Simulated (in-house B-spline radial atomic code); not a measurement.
Inner levels of iron as electrons are removed. A shift is the extra binding of the orbital against the neutral atom ([Ar] 3d3/2(4) 3d5/2(2) 4s2). The density at the nucleus is averaged over the nuclear charge. Computed with a B-spline radial code for spherical atoms: Dirac-Hartree-Fock, jj configuration that fills j = l - 1/2 first, finite nuclei.

A number in brackets counts the electrons of a j subshell.

```csv
ion,configuration,shift of 2s1/2 (eV),shift of 3p1/2 (eV),shift of 2p1/2 (eV),radius of 2s1/2 (bohr),radius of 3p1/2 (bohr),radius of 2p1/2 (bohr),Σ<r²> (bohr²),change of density at nucleus (bohr⁻³)
Fe,[Ar] 3d3/2(4) 3d5/2(2) 4s2,0,0,0,0.26517,0.85497,0.23318,40.627,-
Fe+,[Ar] 3d3/2(4) 3d5/2(2) 4s1,?,?,?,?,?,?,?,?
Fe2+,[Ar] 3d3/2(4) 3d5/2(2),?,?,?,?,?,?,?,?
Fe3+,[Ar] 3d3/2(4) 3d5/2(1),38.436,37.865,38.834,0.26519,0.83985,0.23327,13.038,-6.3346
Fe4+,[Ar] 3d3/2(4),62.173,59.719,62.886,0.26515,0.82366,0.23334,10.936,-2.1054
Fe5+,[Ar] 3d3/2(3),89.152,81.479,89.496,0.26507,0.8074,0.23314,9.3027,3.4874
Fe6+,[Ar] 3d3/2(2),118.94,104.86,118.83,0.26495,0.79103,0.23287,7.9646,10.261
Fe7+,[Ar] 3d3/2(1),?,?,?,?,?,?,?,?
Fe8+,[Ne] 3s2 3p6,186.41,156.08,185.16,0.26454,0.75886,0.23208,5.8772,27.192
Fe9+,[Ne] 3s2 3p1/2(2) 3p3/2(3),222.85,184.96,222.34,0.26415,0.74335,0.23164,5.018,40.001
Fe10+,[Ne] 3s2 3p1/2(2) 3p3/2(2),260.79,214.8,261.11,0.26371,0.72862,0.23115,4.2281,53.662
```

(1) Fill in the row of Fe+.

(2) Fill in the row of Fe2+.

(3) Fill in the row of Fe7+.

Results:

(1) shift of 2s1/2 (eV): 8.2283; shift of 3p1/2 (eV): 8.3535; shift of 2p1/2 (eV): 8.2751; radius of 2s1/2 (bohr): 0.26518; radius of 3p1/2 (bohr): 0.85468; radius of 2p1/2 (bohr): 0.23318; Σ<r²> (bohr²): 25.56; change of density at nucleus (bohr⁻³): -3.2054.

(2) shift of 2s1/2 (eV): 18.085; shift of 3p1/2 (eV): 18.354; shift of 2p1/2 (eV): 18.217; radius of 2s1/2 (bohr): 0.26519; radius of 3p1/2 (bohr): 0.85388; radius of 2p1/2 (bohr): 0.23318; Σ<r²> (bohr²): 15.906; change of density at nucleus (bohr⁻³): -9.2395.

(3) shift of 2s1/2 (eV): 151.4; shift of 3p1/2 (eV): 129.75; shift of 2p1/2 (eV): 150.76; radius of 2s1/2 (bohr): 0.26477; radius of 3p1/2 (bohr): 0.7748; radius of 2p1/2 (bohr): 0.23252; Σ<r²> (bohr²): 6.8398; change of density at nucleus (bohr⁻³): 18.172.
